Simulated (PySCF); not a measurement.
# Si²⁺ (silicon, charge +2) across methods

[Ne] 3s1 3p1, high-spin 3P determinant (an excited configuration). All numbers are calculated (PySCF 2.14, the spin-free X2C one-electron Hamiltonian (Gaussian nucleus), in x2c-QZVPPall).

```json
{"method": "BP86", "E (hartree)": "-288.8748", "mean ε 2p β (eV)": "-117.95", "mean ε 3s α (eV)": "-30.216", "mean ε 3p α (eV)": "-22.252", "Σ⟨r²⟩ (bohr²)": "12.68", "⟨S²⟩": "2.000"}
{"method": "M06-L", "E (hartree)": "-288.8375", "mean ε 2p β (eV)": "-119.97", "mean ε 3s α (eV)": "-30.338", "mean ε 3p α (eV)": "-22.332", "Σ⟨r²⟩ (bohr²)": "12.65", "⟨S²⟩": "2.000"}
{"method": "PBE", "E (hartree)": "-288.7056", "mean ε 2p β (eV)": "-117.78", "mean ε 3s α (eV)": "-30.129", "mean ε 3p α (eV)": "-22.209", "Σ⟨r²⟩ (bohr²)": "12.72", "⟨S²⟩": "2.000"}
{"method": "HSE06", "E (hartree)": "-288.7497", "mean ε 2p β (eV)": "-122.65", "mean ε 3s α (eV)": "-31.219", "mean ε 3p α (eV)": "-23.071", "Σ⟨r²⟩ (bohr²)": "12.71", "⟨S²⟩": "2.000"}
{"method": "r2SCAN", "E (hartree)": "-288.8319", "mean ε 2p β (eV)": "-119.79", "mean ε 3s α (eV)": "-30.479", "mean ε 3p α (eV)": "-22.494", "Σ⟨r²⟩ (bohr²)": "12.70", "⟨S²⟩": "2.000"}
{"method": "LDA", "E (hartree)": "-287.6755", "mean ε 2p β (eV)": "-117.86", "mean ε 3s α (eV)": "-30.193", "mean ε 3p α (eV)": "-22.078", "Σ⟨r²⟩ (bohr²)": "12.73", "⟨S²⟩": "2.000"}
{"method": "PBE0", "E (hartree)": "-288.7329", "mean ε 2p β (eV)": "-123.12", "mean ε 3s α (eV)": "-31.623", "mean ε 3p α (eV)": "-23.480", "Σ⟨r²⟩ (bohr²)": "12.72", "⟨S²⟩": "2.000"}
{"method": "MN15", "E (hartree)": "-288.8766", "mean ε 2p β (eV)": "-123.45", "mean ε 3s α (eV)": "-31.782", "mean ε 3p α (eV)": "-23.519", "Σ⟨r²⟩ (bohr²)": "12.71", "⟨S²⟩": "2.000"}
{"method": "UHF", "E (hartree)": "-288.40550", "mean ε 2p β (eV)": "-137.88", "mean ε 3s α (eV)": "-35.625", "mean ε 3p α (eV)": "-26.897", "Σ⟨r²⟩ (bohr²)": "12.85", "⟨S²⟩": "2.000"}
```
